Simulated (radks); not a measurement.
Yb XXIV, 47 electrons, occupied as [Ar] 3d10 4s2 4p5.75 4d10 4f1 5d0.25 (fractional occupations, a model configuration).

Method: scalar-relativistic Kohn-Sham, PBEsol, spin-polarised, spherical densities, point nucleus; open shells are filled with parallel spins first (spin-orbit coupling, left out, can overturn this in heavy ions); computed with a radial shooting solver on a logarithmic mesh with Libxc functionals.

Energy parts (eV):
total: -376465.58
kinetic: 410862.49
electron-nucleus: -892370.03
Hartree: 112133.55
exchange-correlation: -7091.58

Orbitals (lengths in bohr, moments of r in powers of bohr; r(90%) holds 90 % of the orbital's charge):
| orbital | occ. | eigenvalue (eV) | <r> | <1/r> | r(90%) |
|---|---|---|---|---|---|
| 1s up | 1 | -61926.19 | 0.01966 | 80.64 | 0.0357 |
| 1s down | 1 | -61926.01 | 0.01966 | 80.64 | 0.0357 |
| 2s up | 1 | -11081.27 | 0.08338 | 18.79 | 0.129 |
| 2s down | 1 | -11081.07 | 0.08338 | 18.79 | 0.129 |
| 2p up | 3 | -9849.879 | 0.07419 | 17.25 | 0.121 |
| 2p down | 3 | -9849.641 | 0.07419 | 17.25 | 0.121 |
| 3s up | 1 | -3053.610 | 0.2164 | 6.956 | 0.317 |
| 3s down | 1 | -3052.433 | 0.2164 | 6.958 | 0.317 |
| 3p up | 3 | -2682.356 | 0.2158 | 6.477 | 0.322 |
| 3p down | 3 | -2681.161 | 0.2157 | 6.479 | 0.322 |
| 3d up | 5 | -2230.981 | 0.1957 | 6.129 | 0.304 |
| 3d down | 5 | -2230.009 | 0.1956 | 6.131 | 0.303 |
| 4s up | 1 | -1123.538 | 0.4651 | 3.105 | 0.662 |
| 4s down | 1 | -1121.326 | 0.4652 | 3.104 | 0.662 |
| 4p up | 3 | -994.1920 | 0.4847 | 2.883 | 0.696 |
| 4p down | 2.75 | -992.0361 | 0.4848 | 2.882 | 0.696 |
| 4d up | 5 | -825.9719 | 0.4982 | 2.652 | 0.731 |
| 4d down | 5 | -823.8372 | 0.4984 | 2.651 | 0.731 |
| 4f up | 1 | -642.8273 | 0.4908 | 2.386 | 0.746 |
| 4f down | 0 | -640.5896 | 0.4911 | 2.385 | 0.746 |
| 5s up | 0 | -559.8670 | 0.8720 | 1.614 | 1.21 |
| 5s down | 0 | -558.1102 | 0.8720 | 1.614 | 1.21 |
| 5p up | 0 | -508.8026 | 0.9194 | 1.510 | 1.28 |
| 5p down | 0 | -507.0458 | 0.9191 | 1.510 | 1.28 |
| 5d up | 0.25 | -440.4633 | 0.9797 | 1.389 | 1.38 |
| 5d down | 0 | -438.6516 | 0.9785 | 1.390 | 1.38 |
| 5f up | 0 | -368.3886 | 1.039 | 1.253 | 1.49 |
| 5f down | 0 | -366.4534 | 1.037 | 1.256 | 1.49 |
| 6d up | 0 | -280.1440 | 1.578 | 0.8864 | 2.19 |

The highest occupied level is 5d up at -440.46 eV. The configuration is held as typed, so some empty levels lie below it. Spin moment in Bohr magnetons: 1.5.
